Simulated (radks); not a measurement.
Valence configurations of neutral potassium (all share [Ar]). Calculated with a radial shooting solver on a logarithmic mesh with Libxc functionals: scalar-relativistic Kohn-Sham, r2SCAN, spin-unpolarised, spherical densities, finite nucleus; meta-GGA in the generalised Kohn-Sham scheme; Fermi nuclear charge, rms radius 3.4349 fm. Energies are relative to 4s1; eigenvalues in eV.

valence,E (eV),e(3d),e(4p),e(4s)
4s1,0.000,-,-,-2.290
4p1,1.485,-,-1.288,-
3d0.5 4s0.5,1.236,-0.380,-,-2.733
3d1,2.381,-0.585,-,-
4s0.5 4p0.5,0.764,-,-1.069,-2.551

NIST lists [Ar] 4s1 as the ground configuration; this level of theory agrees among the configurations tried. The energies are those of spherical spin-averaged densities, not of single terms.
